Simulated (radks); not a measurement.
Species: the cobalt ion Co2+. Configuration: [Ne] 3p6 3d7 4d2 (not the ground configuration). All-electron calculation, non-relativistic Kohn-Sham, TPSS, spin-polarised, spherical densities, point nucleus; open shells are filled with parallel spins first; meta-GGA in the generalised Kohn-Sham scheme. Program: a radial shooting solver on a logarithmic mesh with Libxc functionals.

X-ray form factor f0, the Fourier transform of the density (f0(0) = 25):

sin(theta)/lambda (1/angstrom)  f0 (electrons)
0.05                                    24.357
0.1                                     22.896
0.15                                    21.344
0.2                                     19.945
0.25                                    18.608
0.3                                     17.250
0.4                                     14.550
0.5                                     12.197
0.6                                     10.360
0.8                                      8.023
1                                        6.746
1.25                                     5.699
1.5                                      4.817
2                                        3.318
